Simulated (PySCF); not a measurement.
## Electron correlation in Mg (magnesium, neutral)

[Ne] 3p2, high-spin 3P determinant (an excited configuration). Calculation: PySCF 2.14, in aug-cc-pCVQZ-DK (10s9p7d5f3g, 134 functions); the spin-free X2C one-electron Hamiltonian (Gaussian nucleus). Frozen: 1s2; 10 electrons correlated.

MP2 pair energies summed by pair of shells (mhartree):

| pair | energy | share (%) |
| --- | --- | --- |
| 2p-2p | -201.58 | 67.4 |
| 2s-2p | -72.43 | 24.2 |
| 2s-2s | -10.82 | 3.6 |
| 2p-3p | -8.09 | 2.7 |
| 3p-3p | -5.22 | 1.7 |
| 2s-3p | -1.05 | 0.4 |

Total MP2 correlation energy: -299.19 mhartree.

Same-spin part -79.10 and opposite-spin part -220.09 mhartree; SCS-MP2 scales them by 1/3 and 6/5 to -290.47 mhartree.
